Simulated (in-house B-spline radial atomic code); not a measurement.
RPA and G0W0 on LDA VWN5: the gallium ion Ga²⁺

Configuration [Ar] 3d10 4s1, highest spin, mean-field start LDA VWN5. Computed with an all-electron radial atomic-structure program (B-spline basis): all electrons, scalar-relativistic (spin-free one-electron X2C), finite nucleus, each spin shell either full or empty, empty states to l = 9 with an (l + 1/2)⁻⁴ tail; G0W0 by contour deformation at full frequency.

RPA overbinds a lone outer s electron by self-correlation, and G0W0 tends to as well.

Command:
```bash
python run_gw.py task.json out
```
Settings (radii: box in bohr, nucleus in fm):
```
Z                        31
electrons                29
configuration            [Ar] 3d10 4s1
hamiltonian              x2c
method                   lda,vwn
lmax                     9
rms_radius               3.9973
spin_polarised           True
box_radius               17.55
intervals                70
ion_configuration        [Ar] 3d10
```

Time taken, with all properties: 7.7 s on 1 thread of Arm Neoverse N1 (shared host).

Energies (hartree):

| term | value |
| --- | --- |
| mean-field total | -1939.76694 |
| Hartree-Fock functional on these orbitals | -1941.29339 |
| direct second order | -2.6984 |
| second-order exchange | 0.78007 |
| SOSEX correction | 0.697 |

Question: What is the RPA correlation energy, and what remains with SOSEX?

Answer: RPA gives -2.2311 hartree (-2.09 eV per electron); RPA + SOSEX gives -1.5341, and the second-order doubles -1.9183 hartree (no singles). RPA lacks exchange-type terms and so overcorrelates at short range.

Quasi-particle levels (eV):

| level | occupied | mean field | Σx - vxc | Σc | QP weight | G0W0 |
| --- | --- | --- | --- | --- | --- | --- |
| 4s up | yes | -27.017 | -3.10 | ? | ? | ? |
| 4s down | no | -25.674 | 7.50 | -2.65 | 0.922 | -20.819 |

G0W0 = mean field + (Σx - vxc) + Σc, with Σc (partial-wave tail included) taken at the quasi-particle energy. Only the outer levels were computed. Levels of low weight are left out.

Question: Where does G0W0 put 4s up?

Answer: At -31.68 eV, with Σc = -1.56 eV and a quasi-particle weight of 0.953. The tabulated removal energy is 30.726 eV (NIST, measured); the calculation leaves out spin-orbit coupling, Breit and QED terms, and what these don't explain is the method's own error.

Question: What does it cost to remove one electron (to [Ar] 3d10) by differences of total energies, each species on its own start (correlation terms add to the Hartree-Fock functional)?

Answer: LDA VWN5 31.92 eV, Hartree-Fock functional 29.448 eV, + RPA 31.35 eV, + RPA + SOSEX 30.58 eV, + second order 31.43 eV. Tabulated: 30.726 eV (NIST, measured); the calculation leaves out spin-orbit coupling, Breit and QED terms, and what these don't explain is the method's own error.
